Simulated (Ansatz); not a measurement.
Gas-phase electronic energies from Ansatz, PBE0-D4/def2-TZVP geometries. CBS: MP2 limit from def2 TZ/QZ plus the TZ coupled-cluster correction, frozen cores. This one scheme is used for every species. DFT in def2-TZVPP. B3LYP here is the variant with VWN-RPA as its local correlation; programs differ in this. Triplets are unrestricted, without spin–orbit coupling. One conformer a species, not always the lowest.

`C[SiH2][Al]1[CH2][SiH2]1` → `[SiH3][Al]1[CH2][SiH2]1` + `[CH2]` (triplet)  (formal loss of a carbene)

| level | ΔE (kJ/mol) |
| --- | --- |
| B3LYP-D4 | 464.3 |
| ωB97X-V | 481.2 |

Problem. What does CCSD(T)/CBS give? (An estimate is asked.)

Solution. The calculation gave: +472.5 kJ/mol. The listed levels differ from it by -8.2, 8.7 kJ/mol.

Largest T1 diagnostic among the species: 0.014.

In def2-TZVPP, CCSD(T) changes the Hartree–Fock value by +138.6 kJ/mol (the triples alone add +11.5 kJ/mol) and MP2 by +153.9 kJ/mol. The D4 term adds +9.5 kJ/mol with B3LYP and +5.2 kJ/mol with PBE0; it sums over pairs of atoms, weighted by their polarisabilities, and B3LYP, whose exchange is more repulsive, gets the larger term. From PBE to PBE0 (25 % exact exchange), in def2-TZVPP and without D4, ΔE moves by −7.6 kJ/mol.
